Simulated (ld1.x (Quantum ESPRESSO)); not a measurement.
# Building the TM semilocal potential for Ce (LDA (PZ), scalar-relativistic).

```
Element                 : cerium
Generator               : ld1.x (Quantum ESPRESSO) 7.5
Type                    : norm-conserving Troullier–Martins (semilocal form)
Functional              : LDA (PZ)
Relativity              : scalar-relativistic
Frozen core             : [Kr] 4d10
Valence charge          : 12
Reference configuration : 4f1 5s2 5p6 5d1 6s2 6p0
Partial waves           : 5s (bound): rc 1.40 bohr; 5d (bound): rc 2.45 bohr; 4f (bound): rc 1.35 bohr; 5p (bound): rc 1.85 bohr
Local potential         : the p channel
Core correction         : none
```

Occupied shells without a wave of their own: 6s. They enter only through the test configuration that unscreens the potential.

All-electron outer shells of the reference configuration (LDA (PZ), scalar-relativistic, ld1.x):

| shell | level (eV) | outermost node (bohr) | outermost maximum (bohr) |
| --- | --- | --- | --- |
| 4p | -210.63 | 0.33 | 0.62 |
| 4d | -110.44 | 0.31 | 0.66 |
| 5s | -40.72 | 0.75 | 1.37 |
| 5p | -23.30 | 0.81 | 1.53 |
| 4f | -5.61 | – | 0.71 |
| 6s | -3.89 | 1.81 | 3.68 |
| 5d | -3.18 | 0.92 | 2.18 |
| 6p | -1.41 | 2.15 | 4.90 |

Results:

* Cutoffs needed: 160 Ry and 200 Ry (the cutoffs (Ry, on a coarse ladder) from which the occupation-weighted sum of valence levels, in a spherical-Bessel basis at the reference potential, stays within 10 and 1 mRy of its value at 400 Ry)
* Ghost test: no extra level below or beside the all-electron valence levels (s, d, f, p tested); the semilocal form is local in each channel, so this says nothing of the separable form that plane-wave codes build from it (spherical-Bessel basis up to 400 Ry, 20 bohr box)
* Configuration tests: 3 of 9 tests not solved or not reliable; not counted: 4f1 5s2 5p6 5d0 6s2 6p1 (solver errors, printed error -34.8 eV); 4f1 5s2 5p6 5d1 6s0 6p2 (solver errors, printed error -22.4 eV); 4f1 5s2 5p6 5d1 6s1 6p1 (solver errors, printed error -14.3 eV)

Generation and tests took about 2.4 s on one core of a shared server CPU.
